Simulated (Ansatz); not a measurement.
Molecule: GaBr2 (charge +1, singlet). It need not be the lowest isomer of its formula. 
Structure (B3LYP-D3(BJ)/def2-TZVP (Ansatz, a program for electronic structure) minimum search):
```
Ga
Br 1 2.1837
Br 1 2.1837 2 180.00
```
Charge +1, spin multiplicity 1.

Basis-set convergence of Hartree-Fock and CCSD correlation energies (hartree) with Ansatz. Cores are frozen in the correlated levels unless marked. Spin-orbit coupling is left out. Frozen are the shells of the preceding noble gas and the d and f shells that filled before the atom's block. Non-relativistic.

```csv
basis,functions,E(HF),"E(corr, CCSD)"
aug-cc-pVDZ,108,-7067.82201,-0.30202
aug-cc-pVTZ,177,___,___
```

**Question.** Complete the blanks.

**Answer.** 
- aug-cc-pVTZ, E(HF): -7068.04720
- aug-cc-pVTZ, E(corr, CCSD): -0.39581
